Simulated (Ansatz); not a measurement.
B5As5H18, a cluster cut from wurtzite BAs (hydrogen-capped). Total charge 0; singlet. Geometry PBE-D4/def2-SVP.

```xyz
28

As    0.8482   -0.9243    3.2489
B    -0.6627   -1.6182    2.0466
As   -0.2823   -1.0034    0.1132
B    -1.6964   -1.6962   -1.2212
As   -1.1606   -1.0761   -3.1023
B     1.2501    1.0936    3.2675
As    1.4240    1.6627    1.2979
B    -0.0202    1.0477   -0.0187
As    0.3967    1.5848   -1.9513
B    -0.8698    0.9333   -3.4362
H     0.6263   -1.3518    4.6947
H     2.1416   -1.6925    2.9828
H    -0.7086   -2.8382    2.0812
H    -1.6824   -1.0401    2.3991
H     1.0780   -1.5809   -0.3032
H    -1.7372   -2.9158   -1.1702
H    -2.7412   -1.1199   -0.9485
H     0.0610   -1.8500   -3.5949
H    -2.1674   -1.5627   -4.1377
H     2.2819    1.3571    3.8640
H     0.2385    1.6484    3.6757
H     2.7828    1.2606    0.7283
H     1.5856    3.1769    1.2115
H    -1.0741    1.5770    0.3018
H     1.8414    1.1888   -2.2491
H     0.5583    3.0988   -2.0396
H    -1.9396    1.4839   -3.2125
H    -0.3719    1.1563   -4.5281
```

The 6-31G sets use Cartesian d functions. B3LYP takes the VWN-RPA correlation.

Q: Estimate the orbital energies around the gap (eV) in Ansatz with HF/6-31G, PBE-D4/def2-SVP, r2SCAN-D4/def2-SVP, B3LYP-D4/6-31G, PBE0-D4/def2-SVP.

A: 
| orbital | HF/6-31G | PBE-D4/def2-SVP | r2SCAN-D4/def2-SVP | B3LYP-D4/6-31G | PBE0-D4/def2-SVP |
| --- | --- | --- | --- | --- | --- |
| HOMO−5 | -11.48 | -7.33 | -7.67 | -8.38 | -8.64 |
| HOMO−4 | -11.27 | -7.25 | -7.56 | -8.15 | -8.42 |
| HOMO−3 | -11.12 | -7.11 | -7.44 | -8.13 | -8.38 |
| HOMO−2 | -10.65 | -6.93 | -7.23 | -7.84 | -8.11 |
| HOMO−1 | -9.94 | -6.39 | -6.66 | -7.22 | -7.51 |
| HOMO | -9.64 | -6.34 | -6.60 | -7.12 | -7.39 |
| LUMO | 3.19 | -1.26 | -1.05 | -0.24 | -0.47 |
| LUMO+1 | 3.21 | -1.09 | -0.90 | -0.12 | -0.30 |
| LUMO+2 | 3.65 | -0.52 | -0.32 | 0.36 | 0.30 |
| LUMO+3 | 3.77 | -0.43 | -0.17 | 0.40 | 0.45 |
| LUMO+4 | 4.09 | -0.43 | -0.14 | 0.51 | 0.45 |
| LUMO+5 | 4.32 | -0.09 | 0.15 | 0.84 | 0.77 |
